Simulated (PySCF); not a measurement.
Input file for PySCF: R-B3LYP/3-21G on CH5NSi (a complex), monomers drawn apart or pushed together.

```python
from pyscf import gto, scf, dft, mp
from pyscf.data.elements import chemcore

mol = gto.M(
    atom='''
    Si    0.14733437    0.13955350    0.02510142
    H    -0.52057854    1.42005955    0.34303696
    H    -0.59881188   -0.96454508    0.67923649
    H     1.53250771    0.15005967    0.54314780
    H     0.15037037   -0.08617688   -1.43614751
    C    -0.42864584   -0.43056390    3.66515839
    N    -0.12722719    0.16882642    4.59456745
    H    -0.70557626   -0.98196610    2.79420269
    ''',
    basis='3-21g',
    charge=0, spin=0, verbose=3, max_memory=1800)
mf = dft.RKS(mol, xc='b3lyp')
mf.conv_tol = 1e-8
mf.max_cycle = 100
mf.kernel()
if not mf.converged:
    mf = mf.newton().run(mf.mo_coeff, mf.mo_occ)
```

**Question.** Predict the final total energy.

**Answer.** -383.2528 hartree.
